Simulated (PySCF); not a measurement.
Co+: excitation energy

Co+ [Ar] 3d8 (3F) → Co+ [Ar] 3d7 4s1 (5F), as a difference of total energies. All numbers are calculated (PySCF 2.14, no relativity, point nucleus, in def2-TZVPPD (6s6p4d2f1g, 67 functions)). Correlated levels: valence: [Ar] frozen. The calculations carry no spin-orbit coupling.

| method | excitation energy (cm⁻¹) |
| --- | --- |
| UHF | -9214.2 |
| MP2 (valence) | 6967.6 |
| SCS-MP2 (valence) | 7718.2 |
| CCSD (valence) | 3143.7 |
| CCSD(T) (valence) | 3962.4 |

Problem. How much does correlation contribute at CCSD(T) (valence)?

Solution. 3962.4 − (-9214.2) = 13176.6 cm⁻¹, measured against UHF.

These non-relativistic numbers lack the scalar-relativistic shift.

Errors of the correlated levels include the incompleteness of this basis and the frozen core.

For comparison: 3457.5 cm⁻¹ (measured; NIST levels, between the centres of gravity of the two terms).
